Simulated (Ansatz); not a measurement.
Molecule: C$_{3}$H$_{9}$Ga (charge 0, singlet). SMILES: [CH3][Ga]([CH3])[CH3]
Geometry: optimised at B3LYP-D3(BJ)/def2-TZVP (Ansatz, an electronic-structure program).

Computed values are from Ansatz. Valence correlation only, unless marked. Open shells are spin-unrestricted. No spin-orbit coupling. Frozen are the shells of the preceding noble gas and the d and f shells that filled before the atom's block. No relativistic terms. CBS(X,Y): correlation extrapolated as X^-3; Hartree-Fock from the larger set.

| Quantity | Result |
|---|---|
| atomisation energy De | 4610.3 kJ/mol at CCSD(T)/CBS(aug-cc-pVTZ,aug-cc-pVQZ) |
| total energy | -2042.9386 Eh at CCSD(T)/CBS(aug-cc-pVTZ,aug-cc-pVQZ) |
| dipole moment | 0.00 D at CCSD(T)/aug-cc-pVDZ |
| T1 diagnostic | 0.009 at CCSD/aug-cc-pVQZ |
